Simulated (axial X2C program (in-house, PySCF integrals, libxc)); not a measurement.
# Spin–orbit effects down a group: molecules with F, MP2

Computed with an axial X2C code built on PySCF integrals, spin-free (one-electron X2C) or two-component (2c: spin–orbit coupling with atomic mean-field Coulomb and Gaunt terms, which also bring small scalar terms), in Dyall basis sets with cores contracted in-house; open shells are unrestricted.

Basis sets: Be dyall-cv3z, Ca dyall-cv3z, F dyall-av3z, Sr dyall-cv3z. Frozen shells (counts by l): BeF F 1s, Be 1s, 9 electrons correlated; CaF Ca 3s2p, F 1s, 9 electrons correlated; SrF Sr 4s3p1d, F 1s, 9 electrons correlated. Where the outer core of a metal is frozen, bonds come out longer and ionisation energies lower.

```tsv
molecule	spin-free state	Re (Å)	ωe (cm⁻¹)	De (eV)	2c state	Re 2c (Å)	ωe 2c (cm⁻¹)	De 2c (eV)
BeF	M_S = 1/2, Λ = 0	1.375	1231.9	6.40	Ω = 1/2	1.376	1231.9	6.39
CaF	M_S = 1/2, Λ = 0	2.003	553.0	5.92	Ω = 1/2	2.003	553.0	5.91
SrF	M_S = 1/2, Λ = 0	2.127	471.5	5.96	Ω = 1/2	2.127	471.5	5.95
```

Q: Work out the shifts from the spin-free to the two-component result.

A: 

```json
{"molecule": "BeF", "2c state": "Ω = 1/2", "ΔRe (Å)": "0.001", "Δωe (cm⁻¹)": "0.0", "ΔDe (eV)": "-0.01"}
{"molecule": "CaF", "2c state": "Ω = 1/2", "ΔRe (Å)": "0.000", "Δωe (cm⁻¹)": "0.0", "ΔDe (eV)": "-0.01"}
{"molecule": "SrF", "2c state": "Ω = 1/2", "ΔRe (Å)": "0.000", "Δωe (cm⁻¹)": "0.0", "ΔDe (eV)": "-0.01"}
```

Shifts of one unit in the last digit are rounding.

Each entry is the lowest single determinant of a limited PBE0 search at one distance. De goes to single-determinant-based atoms at the same level (for ions the charge split of lowest energy) and is withheld (n/a) where an atom does not fit its ground term or J level. Main or longest-lived isotopes.
